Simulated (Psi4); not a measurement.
C4H7 (SMILES [CH]1CCC1), doublet, geometry from GFN2-xTB. Base run: PBE/def2-SV(P) (Psi4).

The Psi4 input:
```
memory 2 GB

molecule {
0 2
  C     0.00788728    1.06774097    0.04664582
  C    -0.00763800   -1.03399532   -0.04517160
  C    -1.08467578    0.06806734    0.00750974
  C     1.08556611    0.05246214   -0.00224423
  H     0.01578849    2.13736921    0.09337410
  H    -0.01599358   -1.62576582   -0.95751018
  H    -0.00859656   -1.70312770    0.81208260
  H    -1.73307724    0.04050504    0.89034144
  H    -1.74043106    0.11741518   -0.86891810
  H     1.74141305    0.01552159    0.87472563
  H     1.73405923    0.09243173   -0.88453390
}

set basis def2-sv(p)
set reference uks

energy('pbe')
print_variables()
```

Variants of this job, named by their change:

```tsv
change	basis functions	E (Eh)	dipole (D)	core-seconds (rough)
base	70	-156.19205	0.20	10
basis = STO-3G	27	-154.44326	0.15	7
basis = 3-21G	50	-155.46277	0.20	8
basis = 6-31+G*	90	-156.32473	0.29	10
basis = cc-pVDZ	91	-156.32554	0.21	10
basis = 6-31G**	95	-156.32807	0.21	10
basis = def2-SVPD	136	-156.21759	0.21	20
basis = 6-311++G**	137	-156.36175	0.25	20
basis = 6-311+G(2d,p)	150	-156.36504	0.25	20
basis = aug-cc-pVDZ	155	-156.33667	0.24	30
basis = def2-TZVPD	211	-156.37739	0.22	40
basis = pcseg-2	218	-156.38032	0.24	30
basis = def2-TZVPP	222	-156.37925	0.23	40
```

Totals compare only among sets that treat the same electrons; sets with core potentials leave the core out.

Open shells are given as the SCF converged; they aren't shown to be the lowest states, and a large step between rows can be another state.
